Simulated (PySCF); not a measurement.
Electric field gradients and quadrupole coupling constants

Species: C2H9NO2Si2.
Z-matrix (Å and degrees, PBE0-D3(BJ)/def2-SVP geometry), rows numbered from 1:
```
C 
O   1  1.4211
C   2  1.3402  1  116.01
O   3  1.2042  2  123.19  1    -0.35
Si  3  1.9289  2  113.16  1   176.60
Si  5  2.3451  3  106.73  2  -101.02
N   6  1.7359  5  108.25  3  -169.88
H   1  1.0960  2  106.33  3  -178.45
H   1  1.1000  2  110.81  3    61.77
H   1  1.1001  2  110.81  3   -58.49
H   5  1.4940  3  106.42  2   140.64
H   5  1.4930  3  111.10  2    21.47
H   6  1.5033  5  107.22  3   -42.97
H   6  1.4953  5  109.69  3    72.89
H   7  1.0147  6  118.96  5  -164.81
H   7  1.0143  6  118.97  5    55.77
```

Field gradients from the PBE0/pcSseg-1 density (PySCF, non-relativistic), principal values in atomic units, ordered |Vxx| ≤ |Vyy| ≤ |Vzz|:

```json
{"atom": "O2", "Vxx": "-0.5688", "Vyy": "-1.1292", "Vzz": "1.6980"}
{"atom": "O4", "Vxx": "0.5536", "Vyy": "1.0037", "Vzz": "-1.5573"}
{"atom": "N7", "Vxx": "0.3636", "Vyy": "0.6104", "Vzz": "-0.9740"}
```

**Question.** Find the asymmetry η = (Vxx − Vyy)/Vzz and the couplings χ = eQV/h (234.96 MHz × Q in barn × V in au), with Q(17O) = −0.0256 b, Q(14N) = 0.02044 b.

**Answer.** 
```json
{"atom": "O2", "environment": "oxygen singly bound to a carbonyl carbon", "nucleus": "17O", "η": "0.33", "χzz (MHz)": "-10.21", "χxx (MHz)": "3.42", "χyy (MHz)": "6.79"}
{"atom": "O4", "environment": "carbonyl oxygen", "nucleus": "17O", "η": "0.29", "χzz (MHz)": "9.37", "χxx (MHz)": "-3.33", "χyy (MHz)": "-6.04"}
{"atom": "N7", "environment": "silicon-bound nitrogen", "nucleus": "14N", "η": "0.25", "χzz (MHz)": "-4.678", "χxx (MHz)": "1.746", "χyy (MHz)": "2.932"}
```

The tensor is traceless: Vxx + Vyy + Vzz = 0.

**Question.** What is Vzz at O4 in SI units (1 au = 9.71736 × 10²¹ V/m²)?

**Answer.** -1.5573 au = -15.133 × 10²¹ V/m².

**Question.** And the gradient at the other heavy atoms, for which no coupling is worked out here?

**Answer.** 
```tsv
atom	environment	Vzz (au)	η
C1	methoxy carbon	0.458	0.03
C3	carbonyl carbon	-0.431	0.92
Si5	SiH2 silicon	0.252	0.41
Si6	SiH2 silicon	0.183	0.61
```

**Question.** What couplings would deuterons (Q(2H) = 0.00286 b) have in place of the hydrogens, at this geometry?

**Answer.** 
```
atom  bonded to  bond length (Å)  Vzz (au)     η  χzz (kHz)
  H8         C1            1.096    0.2908  0.08        195
  H9         C1            1.100    0.2822  0.10        190
 H10         C1            1.100    0.2820  0.10        190
 H11        Si5            1.494    0.1418  0.03         95
 H12        Si5            1.493    0.1419  0.02         95
 H13        Si6            1.503    0.1319  0.03         89
 H14        Si6            1.495    0.1390  0.05         93
 H15         N7            1.015    0.4089  0.17        275
 H16         N7            1.014    0.4088  0.18        275
```

One conformer (not necessarily the lowest) at the PBE0-D3(BJ)/def2-SVP geometry, without solvent, vibrations or thermal averaging. The small basis limits the accuracy of the gradients.

The run behind these numbers computed NMR shieldings as well. Time: 54 s (grids of density and orbitals included); peak memory 0.85 GiB. Hardware: one thread, Arm Neoverse N1 (aarch64), shared host.
